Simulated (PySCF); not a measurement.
Isomers of C5H14FNSi2, mass 163.065 u with the commonest isotopes. Computed with PBE0/pcSseg-1 in PySCF (dipole) on a GFN2-xTB geometry, gas phase. One conformer each, none proved a minimum here; rigid rotors.

**Question.** Order these by dipole moment, largest first.
A. `[NH2:1][SiH2:2][SiH2:3][C@@H:4]1[CH2:5][CH2:6][CH2:7][C@@H:8]1[F:9]` with H–N1–Si2–Si3 50° and -173°, N1–Si2–Si3–C4 160°, Si2–Si3–C4–C5 173°, Si3–C4–C5–C6 -160°, C4–C5–C6–C7 41°, C5–C6–C7–C8 -29°, C6–C7–C8–F9 126°
B. `[F:1][SiH2:2][N:3]([CH2:4][CH2:5][SiH3:6])[CH:7]1[CH2:8][CH2:9]1` with F1–Si2–N3–C4 -71°, Si2–N3–C4–C5 83°, N3–C4–C5–Si6 -176°, Si2–N3–C7–C8 58°
C. `[CH2:1]=[C:2]([CH3:3])[Si@@H:4]([F:5])[SiH2:6][CH2:7][CH2:8][NH2:9]` with C1–C2–Si4–F5 -144°, C2–Si4–Si6–C7 170°, Si4–Si6–C7–C8 167°, Si6–C7–C8–N9 58°, C7–C8–N9–H -64° and 55°
D. `[CH3:1][NH:2][C@H:3]([SiH3:4])[SiH2:5]/[CH:6]=[CH:7]\[CH2:8][F:9]` with C1–N2–C3–Si4 -74°, N2–C3–Si5–C6 63°, C3–Si5–C6–C7 92°, C6–C7–C8–F9 150°
E. `[NH2:1][CH2:2][C@@H:3]([SiH3:4])[SiH2:5]/[CH:6]=[CH:7]/[CH2:8][F:9]` with H–N1–C2–C3 66° and -53°, N1–C2–C3–Si4 178°, C2–C3–Si5–C6 -165°, C3–Si5–C6–C7 -105°, C6–C7–C8–F9 -139°
F. `[CH3:1][CH2:2][Si@@H:3]([NH:4][SiH3:5])[C:6]1([F:7])[CH2:8][CH2:9]1` with C1–C2–Si3–N4 82°, C2–Si3–N4–Si5 -44°, C2–Si3–C6–F7 -168°

**Answer.** D (2.41 D), B (2.08 D), C (1.80 D), F (1.52 D), E (1.03 D), A (0.84 D).

**Question.** Order these by rotational constant C, smallest first.
A. `[CH2:1]=[C:2]([CH3:3])[Si@@H:4]([F:5])[SiH2:6][CH2:7][CH2:8][NH2:9]` with C1–C2–Si4–F5 -144°, C2–Si4–Si6–C7 170°, Si4–Si6–C7–C8 167°, Si6–C7–C8–N9 58°, C7–C8–N9–H -64° and 55°
B. `[F:1][SiH2:2][N:3]([CH2:4][CH2:5][SiH3:6])[CH:7]1[CH2:8][CH2:9]1` with F1–Si2–N3–C4 -71°, Si2–N3–C4–C5 83°, N3–C4–C5–Si6 -176°, Si2–N3–C7–C8 58°
C. `[CH2:1]=[C:2]([F:3])[CH2:4][Si@@:5]([CH3:6])([SiH3:7])[NH:8][CH3:9]` with C1–C2–C4–Si5 -108°, C2–C4–Si5–C6 166°, C4–Si5–N8–C9 61°
D. `[NH2:1][SiH2:2][SiH2:3][C@@H:4]1[CH2:5][CH2:6][CH2:7][C@@H:8]1[F:9]` with H–N1–Si2–Si3 50° and -173°, N1–Si2–Si3–C4 160°, Si2–Si3–C4–C5 173°, Si3–C4–C5–C6 -160°, C4–C5–C6–C7 41°, C5–C6–C7–C8 -29°, C6–C7–C8–F9 126°
E. `[CH3:1][CH2:2][Si@@H:3]([NH:4][SiH3:5])[C:6]1([F:7])[CH2:8][CH2:9]1` with C1–C2–Si3–N4 82°, C2–Si3–N4–Si5 -44°, C2–Si3–C6–F7 -168°
F. `[NH2:1][CH2:2][C@@H:3]([SiH3:4])[SiH2:5]/[CH:6]=[CH:7]/[CH2:8][F:9]` with H–N1–C2–C3 66° and -53°, N1–C2–C3–Si4 178°, C2–C3–Si5–C6 -165°, C3–Si5–C6–C7 -105°, C6–C7–C8–F9 -139°
G. `[CH3:1][NH:2][C@H:3]([SiH3:4])[SiH2:5]/[CH:6]=[CH:7]\[CH2:8][F:9]` with C1–N2–C3–Si4 -74°, N2–C3–Si5–C6 63°, C3–Si5–C6–C7 92°, C6–C7–C8–F9 150°
H. `[F:1][SiH2:2][NH:3][C@@H:4]1[CH2:5][CH2:6][C@H:7]1[CH2:8][SiH3:9]` with F1–Si2–N3–C4 176°, Si2–N3–C4–C5 149°, C6–C7–C8–Si9 -71°, N3–C4–C5–C6 -134°, C4–C5–C6–C7 15°, C5–C6–C7–C8 -136°, N3–C4–C7–C6 135°

**Answer.** F (397.9 MHz), A (411.2 MHz), H (456.2 MHz), G (488.3 MHz), B (499.7 MHz), D (521.1 MHz), E (560.9 MHz), C (685.2 MHz).

**Question.** Order these by rotational constant B, smallest first.
A. `[NH2:1][CH2:2][C@@H:3]([SiH3:4])[SiH2:5]/[CH:6]=[CH:7]/[CH2:8][F:9]` with H–N1–C2–C3 66° and -53°, N1–C2–C3–Si4 178°, C2–C3–Si5–C6 -165°, C3–Si5–C6–C7 -105°, C6–C7–C8–F9 -139°
B. `[F:1][SiH2:2][NH:3][C@@H:4]1[CH2:5][CH2:6][C@H:7]1[CH2:8][SiH3:9]` with F1–Si2–N3–C4 176°, Si2–N3–C4–C5 149°, C6–C7–C8–Si9 -71°, N3–C4–C5–C6 -134°, C4–C5–C6–C7 15°, C5–C6–C7–C8 -136°, N3–C4–C7–C6 135°
C. `[CH2:1]=[C:2]([CH3:3])[Si@@H:4]([F:5])[SiH2:6][CH2:7][CH2:8][NH2:9]` with C1–C2–Si4–F5 -144°, C2–Si4–Si6–C7 170°, Si4–Si6–C7–C8 167°, Si6–C7–C8–N9 58°, C7–C8–N9–H -64° and 55°
D. `[CH3:1][CH2:2][Si@@H:3]([NH:4][SiH3:5])[C:6]1([F:7])[CH2:8][CH2:9]1` with C1–C2–Si3–N4 82°, C2–Si3–N4–Si5 -44°, C2–Si3–C6–F7 -168°
E. `[CH2:1]=[C:2]([F:3])[CH2:4][Si@@:5]([CH3:6])([SiH3:7])[NH:8][CH3:9]` with C1–C2–C4–Si5 -108°, C2–C4–Si5–C6 166°, C4–Si5–N8–C9 61°
F. `[CH3:1][NH:2][C@H:3]([SiH3:4])[SiH2:5]/[CH:6]=[CH:7]\[CH2:8][F:9]` with C1–N2–C3–Si4 -74°, N2–C3–Si5–C6 63°, C3–Si5–C6–C7 92°, C6–C7–C8–F9 150°
G. `[F:1][SiH2:2][N:3]([CH2:4][CH2:5][SiH3:6])[CH:7]1[CH2:8][CH2:9]1` with F1–Si2–N3–C4 -71°, Si2–N3–C4–C5 83°, N3–C4–C5–Si6 -176°, Si2–N3–C7–C8 58°
H. `[CH3:1][C@@H:2]([F:3])[C@@H:4]1[CH2:5][CH2:6][Si@@H:7]1[NH:8][SiH3:9]` with C1–C2–C4–C5 176°, C6–Si7–N8–Si9 100°

**Answer.** A (455.8 MHz), C (466.7 MHz), F (559.1 MHz), B (581.1 MHz), H (662.7 MHz), G (703.4 MHz), D (742.5 MHz), E (945.0 MHz).

```
                            SMILES  point group  Ia (u·Å²)  Ib (u·Å²)  Ic (u·Å²)      κ  μa (D)  μb (D)  μc (D)
           F[SiH2]N(CC[SiH3])C1CC1           C1     381.07     718.50    1011.35  -0.51    0.61    1.94    0.44
    F[SiH2]N[C@@H]1CC[C@H]1C[SiH3]           C1     300.78     869.66    1107.80  -0.80    1.55    1.15    1.01
     NC[C@@H]([SiH3])[SiH2]/C=C/CF           C1     282.85    1108.71    1270.09  -0.92    0.43    0.24    0.91
         C=C(C)[Si@@H](F)[SiH2]CCN           C1     199.61    1082.87    1229.03  -0.95    0.84    1.03    1.22
   N[SiH2][SiH2][C@@H]1CCC[C@@H]1F           C1     190.73     864.36     969.83  -0.94    0.46    0.25    0.65
C[C@@H](F)[C@@H]1CC[Si@@H]1N[SiH3]           C1     284.11     762.64     967.81  -0.78    1.99    0.18    0.35
        CC[Si@@H](N[SiH3])C1(F)CC1           C1     325.09     680.62     901.09  -0.63    0.09    1.29    0.81
      CN[C@H]([SiH3])[SiH2]/C=C\CF           C1     281.28     903.88    1034.89  -0.89    2.29    0.47    0.55
        C=C(F)C[Si@@](C)([SiH3])NC           C1     437.55     534.77     737.55   0.11    0.30    2.22    0.48
```
